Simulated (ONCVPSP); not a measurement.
## What one change does to a pseudopotential (indium (In), ONCV)

| Item | Value |
| --- | --- |
| Element | indium |
| Generator | ONCVPSP 4.0.1 |
| Type | optimised norm-conserving Vanderbilt (ONCV) |
| Functional | LDA (Perdew-Wang 92) |
| Relativity | scalar-relativistic |
| Frozen core | [Ar] 3d10 |
| Valence charge | 21 |
| Reference configuration | 4s2 4p6 4d10 5s2 5p1 |
| Partial waves | 4s+5s: rc 1.60 bohr, ncon 4, nbas 8, qcut 8.6 1/bohr, 2 projectors; 4p+5p: rc 1.55 bohr, ncon 4, nbas 7, qcut 9.7 1/bohr, 2 projectors; 4d: rc 1.30 bohr, ncon 4, nbas 9, qcut 13.9 1/bohr, 2 projectors, debl 1.3 Ha |
| Local potential | polynomial inside 1.05 bohr (lpopt 5, dvloc0 0 Ha) |
| Core correction | none |

Change: s: qcut 5.3.

Cutoffs: the cutoffs (Ha) at which the residual kinetic energy of the hardest occupied pseudo-wave falls to 1 and 0.1 mHa per electron; they do not see the model core or the augmentation charge, which bear on the density cutoff. Errors are all-electron minus pseudo energies relative to the spin-unpolarised reference configuration.

**Question.** What does the change do?

**Answer.** The potential gets neither clearly harder nor softer (46 Ha and 57 Ha → 46 Ha and 57 Ha); the d channel sets the loose cutoff, while the largest relative change is in s, which becomes softer; the errors of the 3 common tests hardly move; neither file shows a bound ghost.

```tsv
quantity	base	changed
cutoff, loose	46 Ha	46 Ha
cutoff, tight	57 Ha	57 Ha
loose cutoff by channel	s 23 Ha, p 23 Ha, d 46 Ha	s 11 Ha, p 23 Ha, d 46 Ha
bound ghosts	none	none
GHOST(+) flags under 300 eV	s at 222.9 eV	s at 150.9 eV
tests with a reliable result	3 of 4	3 of 4
error for 4s2 4p6 4d10 5s2 5p0, meV [ΔE 5.59 eV]	-1.2	-1.1
error for 4s2 4p6 4d10 5s1 5p0, meV [ΔE 25.24 eV]	-5.4	-5.8
error for 4s2 4p5 4d10 5s2 5p1, meV [ΔE 85.55 eV]	-100	-93
s: phases at 1.62 bohr within 0.05 rad from the reference energy up to (Ha; the scan ends near 5)	to the end of the scan	4.3
p: phases at 1.57 bohr within 0.05 rad from the reference energy up to (Ha; the scan ends near 5)	to the end of the scan	to the end of the scan
d: phases at 1.32 bohr within 0.05 rad from the reference energy up to (Ha; the scan ends near 5)	to the end of the scan	to the end of the scan
```
